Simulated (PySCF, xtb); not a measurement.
C4H5Br, SMILES CC=C=CBr.

Harmonic wavenumbers (cm⁻¹) from GFN2-xTB (xtb) at its own minimum, in rising order: 93, 135, 178, 249, 389, 513, 615, 667, 834, 931, 1023, 1073, 1138, 1189, 1388, 1393, 1470, 1479, 2058, 3004, 3017, 3025, 3056, 3079.

What does PBE0-D3(BJ)/def2-SVP (PySCF) give at its own minimum? (The exact figures need the calculation; the answer reports its results.)

101, 152, 202, 269, 443, 560, 690, 719, 874, 903, 1041, 1088, 1147, 1220, 1379, 1417, 1451, 1476, 2092, 3053, 3134, 3144, 3180, 3224. Paired by order, the mean absolute difference is 45 cm⁻¹ and the zero-point energies are 45.7 and 47.1 kcal/mol.
